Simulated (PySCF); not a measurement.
## Os²⁺: ionisation energy

Os²⁺ [Xe] 4f14 5d6 (5D) → Os³⁺ [Xe] 4f14 5d5 (6S), as a difference of total energies. Calculation: PySCF 2.14, in x2c-TZVPPall with one added diffuse shell each of s, p, d, f type (12s8p8d4f1g, 113 functions); the spin-free X2C one-electron Hamiltonian (Gaussian nucleus). The calculations carry no spin-orbit coupling.

```
 method  ionisation energy (eV)
    UHF                  24.941
    M06                  26.756
wB97M-V                  26.815
   PW91                  27.097
```

The reference lies between the lowest fine-structure levels, while these numbers refer to the centres of the terms.

For comparison: 25 ± 1.6 eV (theoretical estimate listed by NIST; NIST Atomic Spectra Database, ionization energies).
